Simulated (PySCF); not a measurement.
Gas-phase reaction: SnF₂ + 2 SnH₂F₂ = SnH₄ + 2 SnF₃

Computed with PySCF and rigid-rotor harmonic-oscillator thermochemistry at 1 bar. † marks an energy on the PBE0/def2-TZVP geometry and frequencies; other levels use their own. MP2 and CCSD(T) freeze the core. Open shells (unrestricted): SnF₃ (multiplicity 2); the rest are closed-shell singlets. Sn: scalar-relativistic def2 core potential, no spin-orbit coupling. SnH₂F₂, SnF₃: computed as isolated molecules; such fragments, hydroxides, amides, oligomers or adducts are transient or little studied in the gas. MP2 isn't extrapolated to the basis-set limit; its ΔH°(298 K) is 218.3 kJ in def2-SVP and 249.4 kJ in def2-TZVPP. CCSD(T) isn't extrapolated to the basis-set limit; its ΔH°(298 K) is 229.3 kJ in def2-SVP and 238.8 kJ in def2-TZVPP. The harmonic model lacks anharmonicity and excited electronic states, which grow with temperature; levels with a mode under 35 cm⁻¹ are left out.

ΔH° and ΔS° at 298 K: CCSD(T)/def2-SVP† 229 kJ, -6 J/K; M06-2X/def2-TZVP† 221 kJ, -6 J/K; MP2/def2-TZVPP† 249 kJ, -6 J/K; PBE/def2-SVP 199 kJ, -1 J/K; PBE0/def2-QZVP† 220 kJ, -6 J/K.

### Question
With the heat capacities included, give log10 K (1 bar) at 800, 1200, 1800, 2000, 2500 K from CCSD(T)/def2-SVP†, M06-2X/def2-TZVP†, MP2/def2-TZVPP†, PBE/def2-SVP, PBE0/def2-QZVP†.

### Answer
```json
[
 {"T (K)": "800", "CCSD(T)/def2-SVP†": "-15.2", "M06-2X/def2-TZVP†": "-14.7", "MP2/def2-TZVPP†": "-16.6", "PBE/def2-SVP": "-13.0", "PBE0/def2-QZVP†": "-14.6"},
 {"T (K)": "1200", "CCSD(T)/def2-SVP†": "-10.2", "M06-2X/def2-TZVP†": "-9.9", "MP2/def2-TZVPP†": "-11.1", "PBE/def2-SVP": "-8.6", "PBE0/def2-QZVP†": "-9.8"},
 {"T (K)": "1800", "CCSD(T)/def2-SVP†": "-6.9", "M06-2X/def2-TZVP†": "-6.7", "MP2/def2-TZVPP†": "-7.5", "PBE/def2-SVP": "-5.7", "PBE0/def2-QZVP†": "-6.6"},
 {"T (K)": "2000", "CCSD(T)/def2-SVP†": "-6.2", "M06-2X/def2-TZVP†": "-6.0", "MP2/def2-TZVPP†": "-6.7", "PBE/def2-SVP": "-5.1", "PBE0/def2-QZVP†": "-6.0"},
 {"T (K)": "2500", "CCSD(T)/def2-SVP†": "-5.0", "M06-2X/def2-TZVP†": "-4.8", "MP2/def2-TZVPP†": "-5.4", "PBE/def2-SVP": "-4.1", "PBE0/def2-QZVP†": "-4.8"}
]
```
